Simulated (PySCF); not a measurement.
SMILES N#CCCc1sccc1 (C7H7NS), GFN2-xTB optimised geometry. Atoms within 1.6 Å of the plane z = 0.0 Å (x, y, z in Å): C3 (-2.11, -2.00, 1.46), C4 (-1.53, -1.80, 0.04), C5 (-0.61, -0.64, 0.00), C6 (0.75, -0.64, 0.00), C7 (1.31, 0.67, 0.00), C8 (0.36, 1.64, 0.01), S9 (-1.23, 0.99, 0.01), H11 (-2.82, -2.83, 1.47), H12 (-2.36, -1.65, -0.65), H13 (-0.99, -2.70, -0.26), H14 (1.34, -1.53, 0.00), H15 (2.36, 0.86, 0.00), H16 (0.49, 2.70, 0.01).

Method: CAM-B3LYP/def2-TZVP (PySCF). Cells within 0.4 Å of a nucleus heavier than hydrogen are left out (blank, or x).

Map of the deformation density (molecule minus spherical neutral atoms) (e/bohr³) on the plane z = 0.0 Å:

```
|11111111111111111111111111111|
|11111111111111111111111111111|
|11111111111111111111111111111|
|11111111111111111111111111111|
|11111111111111111111111111111|
|11111111111111111111111111111|
|11111111111111132111111111111|
|11111111111111396211111111111|
|11111111111111385111111111111|
|11111111110023xxx111111111111|
|111111112311354x9511211111111|
|1111111123xx23238835631111111|
|1111111111xx00003xx8941111111|
|11111111101431002xx3321111111|
|11111111102541115941111111111|
|111111111112xx65x721111111111|
|111111111124xx98xx21111111111|
|11111111114752324851111111111|
|1111111222x631113871111111111|
|111111124xx311111221111111111|
|1111111112x621111111111111111|
|11111111015731111111111111111|
|11111111112311111111111111111|
|11111111111111111111111111111|
|11111111111111111111111111111|
|11111111111111111111111111111|
|11111111111111111111111111111|
|11111111111111111111111111111|
|11111111111111111111111111111|
```
Scale: ten equal steps from -0.027 (start of '0') to 0.114 (end of '9'), in the order '0123456789'; x runs from -5.00 to 5.00, y from -5.00 (bottom) to 5.00 (top).
